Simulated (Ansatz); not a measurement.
Relaxation of Cl2H4O2Sn (9 atoms, charge 0, multiplicity 1), to a largest force component of 0.03 eV/Å in at most 50 steps.

Computed with RKS LDA/def2-SVP (Ansatz).

```xyz
9
Properties=species:S:1:pos:R:3
Sn 0.254 0.451 -0.325
O -0.185 -0.243 2.725
H -1.038 0.169 2.968
O 1.997 0.006 -1.122
H 1.953 -0.863 -1.576
Cl -1.082 1.452 -1.959
H -0.589 -0.831 0.416
Cl 0.922 2.266 1.078
H 0.461 0.495 2.874
```

**Question.** Where does it end, and by what steps?

**Answer.** It converged. After 19 steps the energy has fallen by 0.544 eV; H7 moved furthest, 1.06 Å. Joined: Sn1–O2 (3.16 → 2.38 Å).

```
step  energy less start (eV)  largest force component (eV/Å)  accepted
   0                  0.0000                           0.582       yes
   1                 -0.0400                           0.489       yes
   2                 -0.0356                           0.825        no
   3                 -0.0518                           0.512       yes
   4                 -0.0569                           0.289       yes
   5                 -0.0723                           0.334       yes
   6                 -0.0894                           1.389       yes
   7                 -0.1486                           1.359       yes
   8                 -0.2357                           0.974       yes
   9                 -0.2931                           0.626       yes
  10                 -0.3680                           1.009       yes
  11                 -0.3641                           2.755        no
  12                 -0.4253                           1.007       yes
  13                 -0.4727                           0.885       yes
  14                 -0.5204                           0.541       yes
  15                 -0.5189                           0.350        no
  16                 -0.5400                           0.425       yes
  17                 -0.5408                           0.116       yes
  18                 -0.5437                           0.093       yes
  19                 -0.5444                           0.023       yes
```

```xyz
9
Properties=species:S:1:pos:R:3
Sn -0.076 0.401 -0.013
O 0.501 -0.220 2.209
H -0.281 -0.437 2.757
O 1.624 -0.532 -0.320
H 1.864 -0.315 -1.248
Cl -0.368 1.207 -2.219
H -1.553 -0.389 0.340
Cl 0.257 2.468 1.132
H 0.724 0.720 2.440
```

Whether the end is a true minimum wasn't checked by a vibrational analysis.

Run time: 24 s on 2 threads of Intel(R) Xeon(R) 6975P-C (Granite Rapids), on a shared host, peak memory 0.17 GiB.
